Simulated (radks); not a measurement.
Spherical jellium clusters: N electrons in a uniform positive sphere of charge N and radius rs N^(1/3), rs = 3.2 bohr. Method: non-relativistic Kohn-Sham, LDA (Slater exchange, Perdew-Wang correlation), spin-polarised, spherical densities; computed with a radial shooting solver with Libxc functionals. Levels are named by radial order and angular momentum (1s, 1p, 1d, 2s, ...), and open shells are averaged over m.

N = 6, configuration 1s2 1p(up 3, down 1). This is the lowest configuration that the search found. Occupied and some empty levels:

| level | occupation | eigenvalue (eV) | <r> (bohr) |
|---|---|---|---|
| 1s up | 1 | -5.8168 | 4.015 |
| 1s down | 1 | -5.2758 | 4.028 |
| 1p up | 3 | -3.6412 | 5.123 |
| 1p down | 1 | -3.1233 | 5.255 |
| 1d up | 0 | -1.3210 | 6.508 |
| 2s up | 0 | -1.1741 | 7.341 |
| 2s down | 0 | -0.95675 | 7.806 |
| 1d down | 0 | -0.93803 | 6.902 |

Energy (eV): total -8.82882, kinetic 14.949, external -192.42, Hartree 92.201, exchange-correlation -24.638, background 101.08.
